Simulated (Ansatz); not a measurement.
Reaction (cleavage of the Sn–B bond): `N[BH][SnH3]` + `O[SiH3]` → `[SiH3][O][SnH3]` + `BN`

Isolated molecules relaxed with PBE0-D4/def2-TZVP in Ansatz; ΔE leaves out vibrations. CCSD(T)/CBS is the MP2 limit (def2-TZVPP, def2-QZVPP) plus CCSD(T) − MP2 in def2-TZVPP, frozen cores. This one scheme is used for every species. DFT in def2-TZVPP. B3LYP here is the variant with VWN-RPA as its local correlation; programs differ in this. HSE06 is defined as in plane-wave codes. Elements past krypton have def2 core potentials. For Sn outer-core shells are correlated without core-valence functions, which leaves a few kJ/mol of doubt a bond. Each species was taken in one conformer, which may not be the lowest.

```json
{"level": "LDA (SPW92)", "ΔE (kJ/mol)": "-15.8", "difference from CCSD(T)/CBS": "23.9"}
{"level": "PBE-D4", "ΔE (kJ/mol)": "-26.7", "difference from CCSD(T)/CBS": "13.0"}
{"level": "revPBE-D4", "ΔE (kJ/mol)": "-29.3", "difference from CCSD(T)/CBS": "10.4"}
{"level": "BLYP-D4", "ΔE (kJ/mol)": "-42.1", "difference from CCSD(T)/CBS": "-2.4"}
{"level": "r2SCAN-D4", "ΔE (kJ/mol)": "-37.7", "difference from CCSD(T)/CBS": "2.0"}
{"level": "B97M-V", "ΔE (kJ/mol)": "-47.4", "difference from CCSD(T)/CBS": "-7.7"}
{"level": "PBE0-D4", "ΔE (kJ/mol)": "-28.6", "difference from CCSD(T)/CBS": "11.1"}
{"level": "B3LYP-D4", "ΔE (kJ/mol)": "-42.4", "difference from CCSD(T)/CBS": "-2.7"}
{"level": "r2SCANh-D4", "ΔE (kJ/mol)": "-36.8", "difference from CCSD(T)/CBS": "2.9"}
{"level": "r2SCAN0-D4", "ΔE (kJ/mol)": "-35.6", "difference from CCSD(T)/CBS": "4.1"}
{"level": "HSE06-D4", "ΔE (kJ/mol)": "-28.4", "difference from CCSD(T)/CBS": "11.3"}
{"level": "BHLYP-D4", "ΔE (kJ/mol)": "-48.5", "difference from CCSD(T)/CBS": "-8.8"}
{"level": "CAM-B3LYP-D4", "ΔE (kJ/mol)": "-45.2", "difference from CCSD(T)/CBS": "-5.5"}
{"level": "ωB97X-V", "ΔE (kJ/mol)": "-42.0", "difference from CCSD(T)/CBS": "-2.3"}
{"level": "ωB97M-V", "ΔE (kJ/mol)": "-38.3", "difference from CCSD(T)/CBS": "1.4"}
{"level": "B2PLYP", "ΔE (kJ/mol)": "-43.1", "difference from CCSD(T)/CBS": "-3.4"}
{"level": "PBE", "ΔE (kJ/mol)": "-25.7", "difference from CCSD(T)/CBS": "14.0"}
{"level": "revPBE", "ΔE (kJ/mol)": "-27.6", "difference from CCSD(T)/CBS": "12.1"}
{"level": "BLYP", "ΔE (kJ/mol)": "-40.5", "difference from CCSD(T)/CBS": "-0.8"}
{"level": "r2SCAN", "ΔE (kJ/mol)": "-37.4", "difference from CCSD(T)/CBS": "2.3"}
{"level": "PBE0", "ΔE (kJ/mol)": "-27.7", "difference from CCSD(T)/CBS": "12.0"}
{"level": "B3LYP", "ΔE (kJ/mol)": "-40.9", "difference from CCSD(T)/CBS": "-1.2"}
{"level": "r2SCANh", "ΔE (kJ/mol)": "-36.5", "difference from CCSD(T)/CBS": "3.2"}
{"level": "r2SCAN0", "ΔE (kJ/mol)": "-35.3", "difference from CCSD(T)/CBS": "4.4"}
{"level": "HSE06", "ΔE (kJ/mol)": "-27.5", "difference from CCSD(T)/CBS": "12.2"}
{"level": "BHLYP", "ΔE (kJ/mol)": "-46.6", "difference from CCSD(T)/CBS": "-6.9"}
{"level": "CAM-B3LYP", "ΔE (kJ/mol)": "-44.2", "difference from CCSD(T)/CBS": "-4.5"}
{"level": "LC-ωPBE", "ΔE (kJ/mol)": "-36.1", "difference from CCSD(T)/CBS": "3.6"}
{"level": "RPA@PBE/def2-TZVPP", "ΔE (kJ/mol)": "-40.4", "difference from CCSD(T)/CBS": "-0.7"}
{"level": "HF/def2-SVP", "ΔE (kJ/mol)": "-53.4", "difference from CCSD(T)/CBS": "-13.7"}
{"level": "MP2/def2-SVP", "ΔE (kJ/mol)": "-48.8", "difference from CCSD(T)/CBS": "-9.1"}
{"level": "CCSD/def2-SVP", "ΔE (kJ/mol)": "-44.3", "difference from CCSD(T)/CBS": "-4.6"}
{"level": "MP2/def2-TZVPP", "ΔE (kJ/mol)": "-38.5", "difference from CCSD(T)/CBS": "1.2"}
{"level": "CCSD/def2-TZVPP", "ΔE (kJ/mol)": "-38.7", "difference from CCSD(T)/CBS": "1.0"}
{"level": "CCSD(T)/def2-TZVPP", "ΔE (kJ/mol)": "-37.4", "difference from CCSD(T)/CBS": "2.3"}
{"level": "MP2/def2-QZVPP", "ΔE (kJ/mol)": "-40.8", "difference from CCSD(T)/CBS": "-1.1"}
{"level": "SCS-MP2/def2-QZVPP", "ΔE (kJ/mol)": "-47.7", "difference from CCSD(T)/CBS": "-8.0"}
{"level": "HF/CBS(def2)", "ΔE (kJ/mol)": "-62.9", "difference from CCSD(T)/CBS": "-23.2"}
{"level": "MP2/CBS(def2)", "ΔE (kJ/mol)": "-40.7", "difference from CCSD(T)/CBS": "-1.0"}
{"level": "CCSD/CBS(def2)", "ΔE (kJ/mol)": "-40.9", "difference from CCSD(T)/CBS": "-1.2"}
{"level": "CCSD(T)/CBS", "ΔE (kJ/mol)": "-39.7", "difference from CCSD(T)/CBS": "0"}
```

(1) What do rigid-rotor, harmonic-oscillator terms from PBE0-D4/def2-TZVP frequencies (298.15 K, 1 bar) make of the CCSD(T)/CBS value? (Best estimate.)

Largest T1 diagnostic among the species: 0.014.

## Answers

(1) Computed: ΔZPE = -3.6 kJ/mol, ΔH = -42.7 kJ/mol, ΔS = 15 J/(mol·K), ΔG = -47.1 kJ/mol. Modes under 50 cm⁻¹ make the entropy rough.

From BLYP to BHLYP (50 % exact exchange), in def2-TZVPP and without D4, ΔE moves by −6.1 kJ/mol. At CCSD(T), def2-SVP lies −3.4 kJ/mol from the extrapolated value and def2-TZVPP +2.3 kJ/mol. Leaving LDA and LC-ωPBE aside and taking each functional with its dispersion term where it has one, the values spread over 21.8 kJ/mol, from BHLYP-D4 to PBE-D4. LDA lies +9.9 kJ/mol from PBE without D4.
